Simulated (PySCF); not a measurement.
Be(Me)2 (C2H6Be), SMILES [CH3][Be][CH3].

Geometry optimised at PBE-D3(BJ)/def2-TZVP. The isomer is the one that the SMILES or the coordinates give; other isomers of the formula were not compared.

Computed with PBE-D3(BJ)/def2-TZVP (PySCF).

Harmonic, unscaled wavenumbers; measured fundamentals usually lie a few per cent lower.

Modes within 1.5 cm⁻¹ of each other (mostly degenerate sets) share a row, with their intensities summed.

```
mode   ν (cm⁻¹)  IR (km/mol)  moving atoms (share of kinetic energy)
-----  --------  -----------  --------------------------------------
1            30          0.0                                 H 100 %
2–3         200          7.8                         Be 50 %, H 45 %
4           541          0.0                          C 76 %, H 24 %
5–6         545          0.0                          H 83 %, C 17 %
7–8         733        214.0                 H 53 %, Be 26 %, C 21 %
9          1086         44.6                         Be 59 %, H 38 %
10         1186          0.0                          H 79 %, C 21 %
11         1217        170.1                 H 49 %, C 33 %, Be 18 %
12–13      1393          0.0                                  H 95 %
14–15      1396          3.1                                  H 96 %
16         2950          3.7                                  H 97 %
17         2951          0.0                                  H 97 %
18–21      3021         44.7                           H 91 %, C 9 %
```
